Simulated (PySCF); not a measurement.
Electron affinity of Pr by level of theory

Pr- [Xe] 4f3 6s2 6p1 (high-spin determinant) → Pr [Xe] 4f3 6s2 (high-spin determinant), as a difference of total energies. Calculation: PySCF 2.14, in x2c-TZVPPall with one added diffuse shell each of s, p, d, f type (12s8p8d5f2g, 129 functions); the spin-free X2C one-electron Hamiltonian (Gaussian nucleus). Correlated levels: valence: [Kr] 4d10 frozen; valence and next inner shell: [Ar] 3d10 frozen. The calculations carry no spin-orbit coupling.

| method | electron affinity (eV) |
| --- | --- |
| UHF | -0.169 |
| LDA | -0.012 |
| PBE0 | 0.043 |
| r2SCAN | 0.143 |
| MP2 (valence) | -0.273 |
| SCS-MP2 (valence) | -0.271 |
| MP2 (valence and next inner shell) | -0.291 |

Q: Estimate what PBE gives.

A: 0.017 eV, closest to PBE0 among the rows shown.

Q: Estimate what SCS-MP2 (valence and next inner shell) gives.

A: -0.285 eV, closest to MP2 (valence and next inner shell) among the rows shown.

A first-order spin-orbit estimate (lowest level to lowest level, LS coupling) adds 0.019 eV.

The configuration of this anion was assumed by filling the next shell in order. It is not the known or likely ground configuration (Ca⁻, Sr⁻ and Ba⁻, for instance, bind a p electron), so these values are not the electron affinity of the element.

A negative affinity means that the anion lies above the atom at that level of theory.

The determinant of Pr- and of Pr mixes LS terms, which raises its energy above the lowest term, most at the Hartree-Fock and MP2 levels.

In the anion the highest occupied orbital energy is positive at LDA, PBE, PBE0, r2SCAN, a self-interaction effect; the basis confines that electron, and the energy difference can still be sensible.
